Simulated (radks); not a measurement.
Numerical settings for neutral krypton, [Kr]. Method: Dirac Kohn-Sham, BLYP, spin-unpolarised, spherical densities, finite nucleus; Fermi nuclear charge, rms radius 4.1884 fm; computed with a radial shooting solver on a logarithmic mesh with Libxc functionals. The defaults (mesh step 0.008 in ln r, mesh end at 40 bohr or more with all orbitals vanishing there, Anderson mixing 0.5 over 9 steps, residual threshold near 1e-9 with the energy settled to 1e-9 hartree or 1e-11 of itself, here a cap of 72 iterations) give E = -2790.9043 hartree and 4p3/2 at -8.884 eV in 16 iterations. Run on one thread of a shared host, so times are rough (Arm Neoverse V2): 0.1 s of CPU time, 0.1 s wall, 16 iterations on 2381 mesh points. Changes against that run (0 stands for a change within the tolerance of the run):

setting,iterations,converged,E (mhartree),e(4p3/2) (meV),CPU (s)
mesh step in ln r 0.012,15,yes,0,0,0.06
mesh step in ln r 0.08,14,yes,+0.0742,-0.0324,0.02
mesh step in ln r 0.03,14,yes,+0.000374,0,0.03
mesh end (bohr) 20,16,yes,0,0,0.09
mesh end (bohr) 400,16,yes,0,0,0.1
residual threshold 1e-13,72,no,0,0,0.24
residual threshold 0.01,9,yes,0,+1.39,0.07
mixing 1.5,18,yes,0,0,0.11
"linear mixing, mixing 0.2",72,no,0,0,0.32
"linear mixing, mixing 0.5",72,no,0,0,0.24
mixing history 20,19,yes,0,0,0.11
iteration cap 8,8,no,0,+1.39,0.05

No run marked as converged misses the energy by more than 1 mhartree. A mesh that ends early acts as a hard wall.
